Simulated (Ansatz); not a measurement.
Consider the redistribution: `CC(C)[O][InH2]` + `[OH][Ti]([OH])([OH])[I]` → `[InH2][I]` + `CC(C)[O][Ti]([OH])([OH])[OH]`.

Gas-phase electronic energies from Ansatz, PBE0-D4/def2-TZVP geometries. CBS: MP2 limit from def2 TZ/QZ plus the TZ coupled-cluster correction, frozen cores. Functionals use def2-TZVPP. def2 core potentials past Kr. For I, In, Ti outer-core shells are correlated without core-valence functions, which leaves a few kJ/mol of doubt a bond. Scalar relativity is left out up to krypton. Each species was taken in one conformer, which may not be the lowest.

`CC(C)[O][InH2]`:

Cartesian coordinates in Å:
```
C 0.999 1.332 0.035
C -0.063 0.258 0.189
C -1.457 0.814 -0.043
O 0.184 -0.774 -0.735
In 0.574 -2.652 -0.218
H 1.993 0.920 0.225
H 0.984 1.726 -0.984
H 0.831 2.159 0.731
H -0.016 -0.122 1.225
H -2.209 0.033 0.089
H -1.539 1.195 -1.064
H -1.680 1.628 0.652
H 0.575 -2.873 1.481
H 0.824 -3.642 -1.581
```

`[OH][Ti]([OH])([OH])[I]`:

Z-matrix (Å, degrees):
```
Ti
O 1 1.782
O 1 1.774 2 110.0
O 1 1.776 2 108.8 3 123.9
I 1 2.604 2 110.6 3 -118.2
H 2 0.960 1 129.6 3 25.5
H 3 0.957 1 139.6 2 140.8
H 4 0.958 1 135.5 2 160.4
```

`[InH2][I]`:

```xyz
4

In   -0.228    0.047    0.223
I     1.663   -0.344   -1.625
H     0.375    0.158    1.817
H    -1.810    0.138   -0.416
```

`CC(C)[O][Ti]([OH])([OH])[OH]`:

```xyz
18

C     1.379    1.430   -0.486
C     1.257    0.267    0.480
C     0.728    0.696    1.835
O     0.422   -0.728   -0.063
Ti   -1.184   -1.083   -0.734
O    -2.247    0.370   -0.560
O    -1.058   -1.495   -2.488
O    -1.897   -2.465    0.190
H     0.402    1.897   -0.637
H     1.755    1.088   -1.453
H     2.067    2.184   -0.097
H     2.245   -0.194    0.613
H    -0.252    1.167    1.721
H     1.404    1.415    2.303
H     0.626   -0.166    2.496
H    -2.969    0.512    0.054
H    -0.286   -1.685   -3.021
H    -2.391   -3.210   -0.154
```

```
          level  ΔE (kJ/mol)
         B97M-V        -98.3
        r2SCAN0       -107.5
        LC-ωPBE       -105.0
CCSD/def2-TZVPP       -108.5
```

Q: What does CCSD(T)/CBS give? (An estimate is asked.)

A: The calculation gave: -102.2 kJ/mol. The listed levels differ from it by 3.9, -5.3, -2.8, -6.3 kJ/mol.

Largest T1 diagnostic among the species: 0.022, so the coupled-cluster value is less sure than usual.

In def2-TZVPP, CCSD(T) changes the Hartree–Fock value by +26.1 kJ/mol (the triples alone add +8.1 kJ/mol) and MP2 by +33.2 kJ/mol. At CCSD(T), def2-SVP lies −12.6 kJ/mol from the extrapolated value and def2-TZVPP +1.8 kJ/mol. From PBE to PBE0 (25 % exact exchange), in def2-TZVPP and without D4, ΔE moves by −8.8 kJ/mol.
